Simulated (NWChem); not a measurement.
System: SrO; SMILES [O]=[Sr]

```xyz
2

Sr     0.0000     0.0000    -0.3037
O      0.0000     0.0000     1.6086
```
Atoms are numbered in this order, from 1.

All runs use the structure optimised with PBE0-D3(BJ)/def2-TZVP. def2 effective core potentials on Sr; no spin-orbit coupling.

### Question
List the 4 lowest vertical singlet excitations from PBE/def2-SVP with def2 effective core potentials on Sr, TDA (NWChem).

### Answer
```csv
state,energy (eV),oscillator strength,leading excitation (squared amplitude)
S1,1.63,0.047,HOMO → LUMO (0.95)
S2,1.71,0.003,HOMO−1 → LUMO (1.00)
S3,1.71,0.003,HOMO−2 → LUMO (1.00)
S4,2.99,0.030,HOMO → LUMO+1 (1.00)
```
